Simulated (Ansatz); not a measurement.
Ansatz (a program for electronic structure) input (B3LYP/3-21G): The .json file is the Basis Set Exchange's 3-21G.

Ansatz 0.2 input:
```yaml
crystal:
  periodic: [false, false, false]
  atoms:
    - {symbol: C, position_ang: [-0.03656800, -0.45071900, -0.08291100]}
    - {symbol: F, position_ang: [-0.12060900, -1.30458200, 0.93195000]}
    - {symbol: Cl, position_ang: [-1.43146400, 0.54752800, -0.25057900]}
    - {symbol: Cl, position_ang: [1.50822200, 0.30221000, -0.21354400]}
basis:
  gaussian:
    orbitals: 3-21G.json
hamiltonian:
  xc: {name: B3LYP}
magnetization: {spin_polarized: true, initial_magnetization: 1}
output: {forces: true}
```

Output:

```
Functional definition: B3LYP
integrals: 0.01 GiB planned
488 factors; integrals over basis functions are off by at most 2.1e-4 eV
mean field: 0.19 GiB planned
mean field evaluation 1: about -28654.9193 eV, gradient 1.3e1 eV
mean field evaluation 2: about -28654.3581 eV, gradient 1.9e1 eV
mean field evaluation 4: about -28655.6650 eV, gradient 5.9e-1 eV
mean field evaluation 8: about -28655.7367 eV, gradient 1.5e-2 eV
mean field evaluation 16: about -28655.7367 eV, gradient 5.5e-5 eV
mean field -28655.73673435 eV, -1053.0789014314 hartree, gradient 5.5e-5 eV, S^2 0.751999; 0 other end points of the search recorded, 0 dependent functions left out
the calculation of the forces begins
reference -28655.73691510 eV, -1053.0789080737 hartree; 25, 24 occupied and 19, 20 virtual orbitals, 488 factors
Total energy: -28655.73691510 eV, -1053.0789080737 hartree
Atom 0 at    -0.036568    -0.450719    -0.082911 Å, force    -0.123001    -1.557901    -0.556175 eV/Å
Atom 1 at    -0.120609    -1.304582     0.931950 Å, force    -0.101982    -1.052351     1.124224 eV/Å
Atom 2 at    -1.431464     0.547528    -0.250579 Å, force    -1.936849     1.476144    -0.309843 eV/Å
Atom 3 at     1.508222     0.302210    -0.213544 Å, force     2.161832     1.134108    -0.258206 eV/Å
Dipole moment:     0.003099     0.038832     0.011270 e Å
```

The geometry given is a B3LYP-D3(BJ)/def2-TZVP minimum.
